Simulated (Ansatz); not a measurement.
`C[Si](O)(F)[SiH3]` + HCl → `O[Si](F)([SiH3])Cl` + CH₄ at 600 K and 1 bar (ligand exchange at the Si–C bond).

Gas-phase electronic energies from Ansatz, PBE0-D4/def2-TZVP geometries. CBS: MP2 limit from def2 TZ/QZ plus the TZ coupled-cluster correction, frozen cores. This one scheme is used for every species. One conformer a species, not always the lowest.

```csv
species,CCSD(T)/CBS energy (Eh),H − E (kJ/mol),S (J/(mol·K))
`C[Si](O)(F)[SiH3]`,-795.51911,283.0,491.4
HCl,-460.38127,35.4,207.2
`O[Si](F)([SiH3])Cl`,-1215.48049,182.7,469.3
CH₄,-40.46206,140.4,215.7
```

H − E and S are ideal-gas, rigid-rotor, harmonic terms from PBE0-D4/def2-TZVP, for one conformer and one mirror image of each species. 1 Eh = 2625.50 kJ/mol, R = 8.31446 J/(mol·K).

Question: By hand: ΔE, ΔH, ΔS and ΔG.

Answer: ΔE = (-1215.48049) + (-40.46206) − (-795.51911) − (-460.38127) = -0.04217 Eh = -110.7 kJ/mol. Δ(H − E) = 182.7 + 140.4 − 283.0 − 35.4 = 4.7, so ΔH = -106.0 kJ/mol. ΔS = 469.3 + 215.7 − 491.4 − 207.2 = -13.6 J/(mol·K). ΔG = -106.0 − 600 × (-13.6)/1000 = -97.8 kJ/mol.

Question: By hand: the equilibrium constant, and the temperature at which ΔG would vanish if ΔH and ΔS stayed fixed.

Answer: log₁₀ K = −ΔG/(RT ln 10) = 8.5. ΔG = 0 at ΔH/ΔS = 7794 K, far beyond where these terms or the molecules hold.

The number of gas molecules stays the same, so ΔS is small and ΔH decides. A doubt of 5 kJ/mol in ΔE shifts log₁₀ K by 0.4 here. Other conformers and mirror images would add mixing entropy, several J/(mol·K) or more a flexible species. These are equilibria of isolated gas molecules and say nothing of rates. Largest T1 diagnostic: 0.012 (customary marks: 0.02 for closed shells, 0.045 for open ones).
